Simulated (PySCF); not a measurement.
C₂H₅N, SMILES N(=C)C. Coordinates come from a PBE0-D3(BJ)/def2-TZVP optimisation.

TDA-PBE/def2-SVPD run with PySCF puts the lowest singlet excitations at 4.83, 6.29, 6.93, 7.83, 7.84, 7.90 eV.

What are the lowest excitation roots from ADC(2)/aug-cc-pVDZ (PySCF)? (Estimate from the structure and the level; the computed values follow.)

5.19, 6.22, 6.91, 6.92, 7.40, 7.75 eV. S1 differs by 0.35 eV (second minus first; roots are paired by order, and the bases may differ).
